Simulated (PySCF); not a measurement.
C2H5ClOSi, SMILES C(=C)O[SiH2]Cl.

Geometry optimised at B3LYP-D3(BJ)/def2-SVP. The geometry has at least one imaginary mode, so it is a saddle point at that level. The structure was generated by enumeration, and PubChem lists no compound with its InChIKey, so it may never have been made. One conformer was computed; it need not be the lowest.

Two levels are set side by side: TDDFT-PBE/def2-SVPD (PySCF) and TDDFT-CAM-B3LYP/def2-SVPD (PySCF). Vertical, same geometry. The lowest singlet is HOMO→LUMO 100 % with PBE and HOMO→LUMO 84 % with the other functional; states are paired by order. Differences are taken from unrounded values.

```json
[
 {"quantity": "lowest singlet excitation (eV)", "TDDFT-PBE": "4.98"},
 {"quantity": "lowest triplet excitation (TDA) (eV)", "TDDFT-PBE": "4.26"},
 {"quantity": "first bright state (f over 0.05) (eV)", "TDDFT-PBE": "6.45"},
 {"quantity": "its oscillator strength", "TDDFT-PBE": "0.35"}
]
```

### Question
These are the TDDFT-PBE values. What does TDDFT-CAM-B3LYP give? (The exact figures need the calculation; the answer reports its results.)

### Answer

| quantity | TDDFT-CAM-B3LYP | TDDFT-PBE minus TDDFT-CAM-B3LYP |
|---|---|---|
| lowest singlet excitation (eV) | 6.31 | -1.34 |
| lowest triplet excitation (TDA) (eV) | 4.17 | 0.09 |
| first bright state (f over 0.05) (eV) | 6.94 | -0.49 |
| its oscillator strength | 0.49 | -0.13 |

A lower first singlet is the usual sign of a functional without exact exchange. Differences between two approximate levels are no errors against the true value.

Rough cost on one machine, each run with all the roots and properties that it gave: TDDFT-CAM-B3LYP against TDDFT-PBE about 6 times.
